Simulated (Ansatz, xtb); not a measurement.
**Ligand exchange: CH2BrF + IBr → CH2BrI + BrF**

Species: CH2BrF (bromofluoromethane) `FCBr`, singlet; IBr, singlet; CH2BrI `BrCI`, singlet; BrF (bromine fluoride), singlet. The partners trade F for I: C–F and Br–I bonds give way to C–I and Br–F.

Shapes, held fixed at every level: PBE0-D4/def2-TZVP. Programs: Ansatz 0.2.0, xtb 6.7.1. The zero-point and thermal change to 298 K, harmonic and unscaled (PBE0-D4/def2-TZVP), is -4.4 kJ/mol.

Task: Estimate ΔH(298 K) of this reaction.

Result: The highest level, CCSD(T)/def2-TZVPP, gives ΔH(298 K) = +161.8 kJ/mol; the levels span +131.4 to +185.9. The column of differences is taken from that level and isn't an error. No measured value is set beside it here. For atoms past krypton def2 sets carry core potentials with scalar relativity. Relativity is left out for Br unless named. Correlated rows may include outer-core shells of Br, I, which these sets cover unevenly.

```
              level                    kind  ΔH(298 K) (kJ/mol)  less CCSD(T)/def2-TZVPP
           GFN0-xTB          semi-empirical              +131.4                    -30.4
   SPW92/def2-TZVPP                     LDA              +172.2                    +10.4
  PBE-D4/def2-TZVPP                     GGA              +163.1                     +1.3
BHLYP-D4/def2-TZVPP           global hybrid              +182.8                    +21.0
 wB97M-V/def2-TZVPP  range-separated hybrid              +169.0                     +7.2
 wB97X-V/def2-TZVPP  range-separated hybrid              +169.1                     +7.3
      CCSD/def2-SVP   coupled cluster or CI              +185.9                    +24.1
    CCSD/def2-TZVPP   coupled cluster or CI              +167.5                     +5.7
 CCSD(T)/def2-TZVPP   coupled cluster or CI              +161.8                      0.0
```
